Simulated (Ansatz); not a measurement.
Job for Ansatz (a program for electronic structure): R-wB97M-V/def2-TZVPP on CH2O2 (SMILES O=CO).

Ansatz 0.2 input:
```yaml
crystal:
  periodic: [false, false, false]
  atoms:
    - {symbol: O, position_ang: [-0.84764171, -0.48037179, 0.00000000]}
    - {symbol: C, position_ang: [0.18450704, 0.38042351, -0.00000000]}
    - {symbol: O, position_ang: [1.34044967, 0.07066253, 0.00000000]}
    - {symbol: H, position_ang: [-0.48194383, -1.38093107, -0.00000000]}
    - {symbol: H, position_ang: [-0.19527117, 1.41001682, 0.00000000]}
basis:
  gaussian:
    orbitals: def2-TZVPP
hamiltonian:
  xc: {name: wB97M-V}
scf: {lower_state_search: off}
```

The log:

```
WARN ansatz: RAYON_NUM_THREADS=4 ignored (pool sized by the plan → 4); use --threads N
Functional definition: wB97M-V
these checks for a lower state are left out or cut short: stability, starts, cluster_reference, orbital_swaps, neighbouring_geometries, increment
integrals: 0.04 GiB planned
600 factors; their error is unknown
integrals: 0.07 GiB planned
135 factors; integrals over basis functions are off by at most 9.6e-6 eV
mean field: 0.45 GiB planned
mean field evaluation 1: about -5160.3844 eV, gradient 5.0e1 eV
mean field evaluation 2: about -5159.4001 eV, gradient 5.8e1 eV
mean field evaluation 4: about -5164.4334 eV, gradient 2.9e0 eV
mean field evaluation 8: about -5164.4508 eV, gradient 4.2e-2 eV
mean field evaluation 16: about -5164.4530 eV, gradient 1.3e-5 eV
mean field -5164.45304631 eV, -189.7901488600 hartree, gradient 3.8e-6 eV, S^2 0.000000; 0 other end points of the search recorded, 0 dependent functions left out
reference -5164.45307645 eV, -189.7901499673 hartree; 12, 12 occupied and 109, 109 virtual orbitals, 600 factors
Total energy: -5164.45307645 eV, -189.7901499673 hartree
Checks for a lower state left out: stability, starts, cluster_reference, orbital_swaps, neighbouring_geometries, increment
```

The run converged.

Cost: very roughly 4 core-seconds.
